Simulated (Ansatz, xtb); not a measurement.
## C4H3BrCl2O: which of two isomers lies lower

We compare a, `O=C=C(Cl)[C@H](Br)CCl`, a singlet, with b, `CC(=O)C(Br)=C(Cl)Cl`, a singlet. Both are isolated molecules in the gas phase, relaxed with B3LYP/def2-SVP; the shapes shown needn't be the lowest conformers.

a (Å):

```xyz
11

C     1.6933    0.5648    0.7697
C     1.7067   -0.7586    0.8969
C     2.1132   -1.6647   -0.2035
C     3.1377   -2.7286    0.1725
Br    0.5233   -2.6687   -0.9521
Cl    1.1690   -1.4021    2.4375
Cl    4.7113   -1.9572    0.6084
O     1.6946    1.7212    0.6616
H     2.4750   -1.0751   -1.0553
H     3.3224   -3.3987   -0.6749
H     2.7982   -3.3118    1.0373
```

b (Å):

```yaml
atoms:
  - { symbol: C, position_ang: [-2.2353, -0.5624, 0.2015] }
  - { symbol: C, position_ang: [-1.0201, 0.0320, 0.8845] }
  - { symbol: C, position_ang: [0.0393, -0.9116, 1.4176] }
  - { symbol: C, position_ang: [1.1586, -0.5219, 2.0858] }
  - { symbol: Br, position_ang: [-0.2348, -2.7788, 1.1197] }
  - { symbol: Cl, position_ang: [2.3388, -1.6435, 2.6747] }
  - { symbol: Cl, position_ang: [1.5575, 1.1138, 2.4416] }
  - { symbol: O, position_ang: [-0.8956, 1.2310, 1.0036] }
  - { symbol: H, position_ang: [-1.9467, -1.1470, -0.6858] }
  - { symbol: H, position_ang: [-2.8901, 0.2667, -0.0951] }
  - { symbol: H, position_ang: [-2.7763, -1.2480, 0.8720] }
```

Which of the two would you expect CCSD(T)/def2-SVP + ΔMP2/def2-TZVPP electronic energies to favour?

Too close to call at this level: CCSD(T)/def2-SVP + ΔMP2/def2-TZVPP gives E(b) − E(a) = −1.70 kcal/mol.

The same difference at several levels:

```csv
level,geometry,E(b) − E(a) (kcal/mol),departure from the last row (kcal/mol),"job, with rough time for the two"
GFN2-xTB,GFN2-xTB,−6.47,−4.77,"optimisation, 0.27 s"
HF/STO-3G,GFN2-xTB,+1.07,+2.77,"single point, 0.6 s"
r2SCAN-D4/def2-SVP,GFN2-xTB,−2.29,−0.59,"single point, 4.6 s"
B3LYP/def2-SVP,B3LYP/def2-SVP,−1.46,+0.24,"optimisation, 38 s"
HF/def2-SVP,B3LYP/def2-SVP,+3.15,+4.85,part of the CCSD(T) run
MP2/def2-SVP,B3LYP/def2-SVP,−0.51,+1.19,part of the CCSD(T) run
CCSD(T)/def2-SVP,B3LYP/def2-SVP,−1.34,+0.36,single point
CCSD(T)/def2-SVP + ΔMP2/def2-TZVPP,B3LYP/def2-SVP,−1.70,,"single point, 1.7 min"
```

As drawn, both hold the same kinds of bond in the same numbers. Structure a has 0 methyl groups, b 1.

HF/STO-3G, HF/def2-SVP put the two in the other order. The largest departure from CCSD(T)/def2-SVP + ΔMP2/def2-TZVPP is that of HF/def2-SVP, 4.85 kcal/mol. The last row adds to CCSD(T) the change of the MP2 difference between the two basis sets, here −0.36 kcal/mol.

With thermal terms from frequencies at re-optimised GFN2-xTB minima (ideal gas, soft modes damped towards free rotors, one conformer each, 298.15 K, 1 atm): the zero-point term adds −0.37 kcal/mol; ΔH is −2.17 and ΔG −1.41 kcal/mol.

The correlated steps freeze 24 core orbitals; the filled d shell of Br is correlated, in a basis made for valence electrons. Mirror images aren't counted in ΔG. Codes used: Ansatz 0.2.0, xtb 6.7.1; the last row on 4 threads of Arm Neoverse V2 on a shared host.
